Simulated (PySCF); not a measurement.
**Stretching GaC**

Set-up: basis Ga cc-pVTZ-PP with ECP10, C cc-pVTZ; scalar-relativistic core potentials; PySCF 2.14. Energies in eV from Ga + C in their ground configurations at the same level. State: ⁴Σ⁻ (quartet), unpaired electrons σ ↑, π ↑↑.

All columns are PBE0. A positive dipole means Ga(−)C(+).

```json
{"R (Å)": "1.723", "E (eV)": "-2.615", "μ (D)": "-1.33", "Mulliken charge on Ga (basis-dependent)": "0.20", "HOMO (eV)": "-6.40", "LUMO (eV)": "-3.02", "Mayer bond order": "1.70", "⟨S²⟩": "3.76"}
{"R (Å)": "1.804", "E (eV)": "-2.988", "μ (D)": "-1.51", "Mulliken charge on Ga (basis-dependent)": "0.23", "HOMO (eV)": "-6.44", "LUMO (eV)": "-2.85", "Mayer bond order": "1.59", "⟨S²⟩": "3.76"}
{"R (Å)": "1.884", "E (eV)": "-3.192", "μ (D)": "-1.73", "Mulliken charge on Ga (basis-dependent)": "0.27", "HOMO (eV)": "-6.47", "LUMO (eV)": "-2.69", "Mayer bond order": "1.49", "⟨S²⟩": "3.76"}
{"R (Å)": "1.944", "E (eV)": "-3.264", "μ (D)": "-1.92", "Mulliken charge on Ga (basis-dependent)": "0.29", "HOMO (eV)": "-6.48", "LUMO (eV)": "-2.59", "Mayer bond order": "1.42", "⟨S²⟩": "3.76"}
{"R (Å)": "2.004", "E (eV)": "-3.283", "μ (D)": "-2.12", "Mulliken charge on Ga (basis-dependent)": "0.31", "HOMO (eV)": "-6.48", "LUMO (eV)": "-2.50", "Mayer bond order": "1.35", "⟨S²⟩": "3.75"}
{"R (Å)": "2.064", "E (eV)": "-3.263", "μ (D)": "-2.33", "Mulliken charge on Ga (basis-dependent)": "0.33", "HOMO (eV)": "-6.47", "LUMO (eV)": "-2.42", "Mayer bond order": "1.29", "⟨S²⟩": "3.75"}
{"R (Å)": "2.144", "E (eV)": "-3.191", "μ (D)": "-2.64", "Mulliken charge on Ga (basis-dependent)": "0.35", "HOMO (eV)": "-6.43", "LUMO (eV)": "-2.34", "Mayer bond order": "1.23", "⟨S²⟩": "3.75"}
{"R (Å)": "2.244", "E (eV)": "-3.051", "μ (D)": "-3.03", "Mulliken charge on Ga (basis-dependent)": "0.37", "HOMO (eV)": "-6.34", "LUMO (eV)": "-2.27", "Mayer bond order": "1.16", "⟨S²⟩": "3.75"}
{"R (Å)": "2.365", "E (eV)": "-2.840", "μ (D)": "-3.51", "Mulliken charge on Ga (basis-dependent)": "0.39", "HOMO (eV)": "-6.09", "LUMO (eV)": "-2.22", "Mayer bond order": "1.09", "⟨S²⟩": "3.75"}
{"R (Å)": "2.525", "E (eV)": "-2.526", "μ (D)": "-4.13", "Mulliken charge on Ga (basis-dependent)": "0.40", "HOMO (eV)": "-5.80", "LUMO (eV)": "-2.22", "Mayer bond order": "1.03", "⟨S²⟩": "3.75"}
```

A fit through these points gives, at Re = 2.001 Å, μ = -2.11 D and dμ/dR = -3.47 D/Å; the reduced mass is 10.22 u.

How strong is the fundamental in the double-harmonic approximation, I = 42.26·(dμ/dR)²/μred km/mol?

I = 42.26·(-3.47)²/10.22 = 49.8 km/mol at PBE0.

Spin–orbit coupling is left out. The state is the lowest determinant that a PBE0 search found; another state may lie lower at other levels.
